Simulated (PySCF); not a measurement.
## Computed properties of C5H6O2, SMILES Cc1cc(O)oc1

C5H6O2, SMILES o1cc(C)cc1O. Geometry optimised at TPSSh-D3(BJ)/def2-SVP. Other conformers were not sampled. All values are computed for the isolated molecule unless a solvent is named; none is compared with measurement here.

**Structure.** The optimised structure has Cs symmetry. All 33 harmonic modes at TPSSh-D3(BJ)/def2-SVP (PySCF) are real, so it is a minimum. With heavy atoms numbered as in [CH3:1][c:2]1[cH:3][o:4][c:5]([OH:6])[cH:7]1, the shortest bond between them is O4–C5 at 1.342 Å and the longest C1–C2 at 1.498 Å.

**Vibrations.** The strongest infrared lines (harmonic, unscaled, degenerate partners summed) lie at 1669 cm⁻¹ (193 km/mol, C 90 %), 1625 cm⁻¹ (151 km/mol, C 89 %), 1197 cm⁻¹ (120 km/mol, C 41 %, H 40 %, O 19 %). The softest mode is at 137 cm⁻¹ and the zero-point energy is 63.9 kcal/mol.

**Electronic structure.** r2SCAN/def2-TZVP (PySCF) places the frontier levels at -4.93 and 0.07 eV, a gap of 5.00 eV, and gives a dipole moment of 2.10 D and a mean polarisability of 63.8 bohr³. PBE/def2-TZVP (PySCF) at the same geometry gives -4.78 and -0.15 eV, so its gap is 0.37 eV narrower. An orbital gap is neither the optical nor the fundamental gap.

**Excitations.** TDDFT-CAM-B3LYP/def2-SVPD (PySCF) has S1 at 5.21 eV (238 nm, f = 0.000, dark); the most intense of the 10 singlets computed lies at 7.68 eV (f = 0.17). T1 (TDA) is at 3.96 eV. TDDFT-PBE/def2-SVPD (PySCF) puts S1 at 4.39 eV. No vertical singlet excitation falls in the visible range (under 3.1 eV).

**NMR.** GIAO shifts at PBE0/pcSseg-1 (PySCF) (non-relativistic, atoms alike by connectivity averaged): ¹³C from 14.9 to 168.1 ppm against TMS; ¹H from 2.3 to 7.0 ppm against TMS.

**Solvation.** SMD-PBE0/6-31G* (PySCF) gives -5.4 kcal/mol in water, -7.3 kcal/mol in dichloromethane, -7.3 kcal/mol in methanol (1 M in both phases, gas-phase geometry); of these solvents methanol holds the molecule best.
